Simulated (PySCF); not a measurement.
## Predicted spectroscopic data

[PySCF 2.14: shielding tensors at PBE0/pcSseg-1 (GIAO); coordinates at the GFN2-xTB level; no relativistic terms; in vacuum; single conformer; rapidly exchanging positions averaged]

Referencing at the same level of theory: TMS for $^{1}$H, $^{13}$C. Where no couplings were computed, multiplicities follow the n + 1 count of equivalent neighbours, and m marks all less simple cases (inequivalent or close neighbours, rings, F or P nearby). Shifts are as computed. Against solution values, carbons near 30 ppm lie about +3 ppm off and those near 130 ppm about +5 ppm. Of 1211 compounds with measured shifts, 218 miss one by over three times the rms of a fit or turn the order of signals round; such compounds aren't used in these exercises. OH and NH positions are gas-phase values without hydrogen bonding to other molecules.

**1.** `N#C[C@]1(C[SiH3])[C@@H]2C[C@@H]21`, C6H9NSi. $^{1}$H NMR (400 MHz, computed): δ 3.99 (t, 3H), 2.14 (m, 2H), 1.30 (m, 1H), 1.19 (m, 1H), 1.02 (q, 2H). $^{13}$C{$^{1}$H} NMR (computed): δ 125.5, 37.0, 26.0, 16.1, 13.7.

**2.** `C1C(=C)[SiH2]N1C1=CC1`, C6H9NSi. $^{1}$H NMR (400 MHz, computed): δ 6.13 (br s, 1H), 5.95 (br s, 1H), 5.71 (s, 2H), 5.11 (t, 1H), 4.85 (s, 2H), 1.52 (m, 2H). $^{13}$C{$^{1}$H} NMR (computed): δ 152.9, 132.8, 129.2, 69.2, 64.7, 12.2.

**3.** `C#Cc1ccc2[nH]nnc2c1[SiH3]`, C8H7N3Si. $^{1}$H NMR (400 MHz, computed): δ 11.22 (br s, 1H), 8.08 (d, 1H), 7.82 (d, 1H), 5.05 (s, 3H), 3.14 (s, 1H). $^{13}$C{$^{1}$H} NMR (computed): δ 153.6, 138.1, 137.7, 135.8, 128.7, 113.9, 91.1, 88.9.

**4.** `N#Cc1cccc(O[SiH3])c1`, C7H7NOSi. $^{1}$H NMR (400 MHz, computed): δ 7.70 (m, 1H), 7.58 (m, 1H), 7.47 (d, 1H), 7.11 (s, 1H), 5.18 (s, 3H). $^{13}$C{$^{1}$H} NMR (computed): δ 162.6 (C), 136.4 (CH), 132.3 (CH), 130.3 (CH), 124.1 (C), 123.9 (CH), 118.3 (C).
